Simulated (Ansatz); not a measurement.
Isolated molecules relaxed with PBE0-D4/def2-TZVP in Ansatz; ΔE leaves out vibrations. CBS: MP2 limit from def2 TZ/QZ plus the TZ coupled-cluster correction, frozen cores. This one scheme is used for every species. For Ge outer-core shells are correlated without core-valence functions, which leaves a few kJ/mol of doubt a bond. Scalar relativity is left out up to krypton. Each species was taken in one conformer, which may not be the lowest.

`C[CH2][GeH2][CH3]` + H–F → `[CH3][GeH2][F]` + `CC`  (ligand exchange at a Ge–C bond)

`C[CH2][GeH2][CH3]`:

Z-matrix (Å, degrees):
```
C
C 1 1.523
H 1 1.093 2 111.7
H 1 1.094 2 111.6 3 120.0
H 1 1.093 2 111.4 3 -120.0
Ge 2 1.963 1 113.2 3 60.4
H 2 1.094 1 110.7 3 -60.7
H 2 1.094 1 110.6 3 -178.4
C 6 1.956 2 110.8 1 -60.3
H 6 1.545 2 109.1 1 60.1
H 6 1.544 2 109.9 1 178.4
H 9 1.091 6 110.6 2 60.7
H 9 1.091 6 110.3 2 -59.4
H 9 1.091 6 110.5 2 -179.4
```

H–F:

Z-matrix (Å, degrees):
```
F
H 1 0.920
```

`[CH3][GeH2][F]`:

Cartesian coordinates in Å:
```
C -0.740 -0.523 0.519
Ge 0.678 0.353 -0.466
F 0.357 2.069 -0.371
H -0.602 -1.606 0.497
H -1.706 -0.282 0.074
H -0.734 -0.189 1.557
H 0.679 0.018 -1.967
H 2.069 0.159 0.159
```

`CC`:

```xyz
8

C     0.707   -0.058    0.272
C    -0.707    0.058   -0.272
H     1.089   -1.077    0.175
H     1.395    0.602   -0.262
H     0.750    0.210    1.330
H    -1.089    1.077   -0.175
H    -1.394   -0.602    0.262
H    -0.750   -0.209   -1.330
```

```
            species  HF/def2-SVP energy (Eh)
`C[CH2][GeH2][CH3]`              -2194.44580
                H–F                -99.93236
   `[CH3][GeH2][F]`              -2215.24799
               `CC`                -79.17500
```

**Question.** Work out ΔE.

**Answer.** ΔE = (-2215.24799) + (-79.17500) − (-2194.44580) − (-99.93236) = -0.04483 Eh = -28.1 kcal/mol. CCSD(T)/CBS gives -18.4 kcal/mol.

Largest T1 diagnostic among the species: 0.011.

In def2-TZVPP, CCSD(T) changes the Hartree–Fock value by +8.7 kcal/mol (the triples alone add +0.9 kcal/mol) and MP2 by +9.6 kcal/mol. At CCSD(T), def2-SVP lies −4.7 kcal/mol from the extrapolated value and def2-TZVPP −0.5 kcal/mol.
